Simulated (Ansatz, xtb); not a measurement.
System: InF$_{2}$, charge -1, multiplicity 1. 
Geometry from a B3LYP-D3(BJ)/def2-TZVP (Ansatz, a program for electronic structure) optimisation:
```xyz
3

In     0.3684     0.0169    -0.0413
F     -1.1718     1.1486    -0.9054
F     -0.8340    -1.2408     1.1300
```
Charge -1, spin multiplicity 1.

Harmonic wavenumbers from GFN2-xTB (xtb, at its own minimum), cm⁻¹: 90, 237, 276.

**Question.** Give the harmonic wavenumbers at B3LYP-D3(BJ)/def2-TZVP (Ansatz, finite differences of forces, unscaled).

**Answer.** 149, 401, 421 cm⁻¹. Zero-point energy 1.4 kcal/mol.

**Question.** From these and the geometry, give the ideal-gas thermochemistry at 298.15 K and 1 atm (rigid rotor, harmonic oscillator).

**Answer.** Point group C2v, rotational symmetry number 2. Rotational constants 9.277, 5.338, 3.388 GHz. S(trans) 40.98, S(rot) 23.69, S(vib) 4.53, S(elec, spin only) 0.00, S 69.2 cal/(mol K). H(298) - H(0) 3.15 kcal/mol; G - E(el) -16.1 kcal/mol.
